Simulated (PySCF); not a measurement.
Cd(Cl)(NH2) (CdClH₂N), SMILES [NH2][Cd][Cl].

The structure is a stationary point at B3LYP-D3(BJ)/def2-TZVP. The def2 effective core potentials stand for the cores of Cd; spin–orbit coupling is left out. Other conformers were not sampled.

All values below come from PBE0/def2-TZVPD run with PySCF.

Symmetry labels are those of the subgroup Cs that the program uses (full group Cs).

Computed valence orbital energies around the gap with their symmetry:
```csv
orbital,symmetry,energy (eV)
HOMO−7,A",-15.55
HOMO−6,A',-15.55
HOMO−5,A",-12.91
HOMO−4,A',-10.24
HOMO−3,A',-9.71
HOMO−2,A',-8.62
HOMO−1,A",-8.61
HOMO,A',-7.48
LUMO,A',-1.54
LUMO+1,A",-0.44
LUMO+2,A',-0.13
LUMO+3,A',0.79
```
